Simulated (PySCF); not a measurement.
TaF4, SMILES [F][Ta+]([F])([F])[F], charge +1, multiplicity 1.

Geometry: B3LYP-D3(BJ)/def2-SVP. The multiplicity is an assumed one; other spin states were not compared. The isomer is the one that the SMILES or the coordinates give; other isomers of the formula were not compared. The def2 effective core potentials stand for the cores of Ta; spin–orbit coupling is left out.

Method: r2SCAN/def2-TZVP in PySCF.

Symmetry labels are those of the subgroup D2 that the program uses (full group Td).

Computed valence orbital energies around the gap with their symmetry:
```json
[
 {"orbital": "HOMO−7", "symmetry": "A", "energy (eV)": "-19.39"},
 {"orbital": "HOMO−6", "symmetry": "A", "energy (eV)": "-19.30"},
 {"orbital": "HOMO−5", "symmetry": "B1", "energy (eV)": "-18.12"},
 {"orbital": "HOMO−4", "symmetry": "B2", "energy (eV)": "-18.12"},
 {"orbital": "HOMO−3", "symmetry": "B3", "energy (eV)": "-18.12"},
 {"orbital": "HOMO−2", "symmetry": "B1", "energy (eV)": "-18.01"},
 {"orbital": "HOMO−1", "symmetry": "B2", "energy (eV)": "-18.01"},
 {"orbital": "HOMO", "symmetry": "B3", "energy (eV)": "-18.01"},
 {"orbital": "LUMO", "symmetry": "A", "energy (eV)": "-10.01"},
 {"orbital": "LUMO+1", "symmetry": "A", "energy (eV)": "-10.01"},
 {"orbital": "LUMO+2", "symmetry": "B1", "energy (eV)": "-8.24"},
 {"orbital": "LUMO+3", "symmetry": "B2", "energy (eV)": "-8.24"}
]
```
